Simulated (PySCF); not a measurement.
Si(CF3)2(H)(Me), SMILES C[SiH](C(F)(F)F)C(F)(F)F, singlet, B3LYP/def2-SVP optimised geometry. Atoms within 1.6 Å of the plane z = 1.2 Å (x, y, z in Å): Si1 (-0.26, -0.63, 0.00), C2 (-0.89, -1.50, 1.53), C3 (1.68, -0.63, 0.00), F4 (2.18, -0.02, 1.09), F6 (2.14, -1.90, 0.01), C7 (-0.85, 1.22, 0.00), F8 (-0.45, 1.87, 1.11), F10 (-2.20, 1.27, -0.03), H12 (-0.54, -2.54, 1.55), H13 (-0.53, -0.99, 2.43), H14 (-1.99, -1.50, 1.55).

Computed with B3LYP/def2-TZVP in PySCF 2.14.0. Cells within 0.4 Å of a nucleus heavier than hydrogen are left out (blank, or x).

Map of the LUMO amplitude (bohr^(-3/2)) on the plane z = 1.2 Å; orbital energy -0.12 eV, overall sign arbitrary:

```
|22222222222222222222222222222|
|22222222222222222222222222222|
|22222222222222222222222222222|
|22222222222222222222222222222|
|22222222222222222222222222222|
|22222222222211122222222222222|
|22222222222211112222222222222|
|22222222222210012222222222222|
|222222222224xx112222222222222|
|222222222224xx222222222222222|
|22221111111233222222222222222|
|22211111110112222222211122222|
|22211111100001122222211112222|
|221111110000011122222x0112222|
|21111100000011111123xx1122222|
|211100001112221111135x3222222|
|21110000123443210001333222222|
|11100001235775310001122222222|
|11100001247x97410000122222222|
|11100001247x96310001122222222|
|21110001235775311011122222222|
|21110001123443210011122222222|
|21111101112221100011112222222|
|22111111111100000011112222222|
|22211111111000000011112222222|
|22221111110000000111122222222|
|22222111111000001111222222222|
|22222211111111111112222222222|
|22222222111111111122222222222|
```
Scale: ten equal steps from -0.043 (start of '0') to 0.133 (end of '9'), in the order '0123456789'; x runs from -4.50 to 4.50, y from -4.50 (bottom) to 4.50 (top).
